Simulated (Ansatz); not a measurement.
Cl2La (SMILES [Cl][La+][Cl]), charge +1, singlet, at a GFN2-xTB geometry (such geometries of metal compounds can be far from the true shape) (the multiplicity is a formal guess) (core potentials on La); Ansatz (a first-principles code) with B3LYP/def2-SV(P).

Ansatz was given this input:
Ansatz 0.2 input:
```yaml
crystal:
  periodic: [false, false, false]
  atoms:
    - {symbol: La, position_ang: [0.44085595, -0.03288820, 0.54719399]}
    - {symbol: Cl, position_ang: [0.61454882, 0.32765128, -1.99155080]}
    - {symbol: Cl, position_ang: [-2.09271289, -0.21737908, 0.15684153]}
basis:
  gaussian:
    orbitals: def2-SV_P_.json
hamiltonian:
  xc: b3lyp
total_charge: 1
```
The basis file holds def2-SV(P) in the JSON format of the Basis Set Exchange.

Task: What does Ansatz print? Leave out banner, timings and long lists.

Result: 
```
Functional definition: B3LYP
630 factors; integrals over basis functions are off by at most 1.8e-4 eV
mean field evaluation 1: about -25886.9228 eV, gradient 5.0e1 eV
mean field evaluation 2: about -25654.0068 eV, gradient 2.6e2 eV
mean field evaluation 4: about -25895.0310 eV, gradient 6.8e0 eV
mean field evaluation 8: about -25895.2223 eV, gradient 6.0e-1 eV
mean field evaluation 16: about -25895.2236 eV, gradient 7.8e-5 eV
mean field -25895.22362717 eV, -951.6319158854 hartree, gradient 1.8e-5 eV, S^2 0.000000; 0 other end points of the search recorded, 0 dependent functions left out
reference -25895.22389654 eV, -951.6319257848 hartree; 22, 22 occupied and 39, 39 virtual orbitals, 630 factors
Total energy: -25895.22389654 eV, -951.6319257848 hartree
```
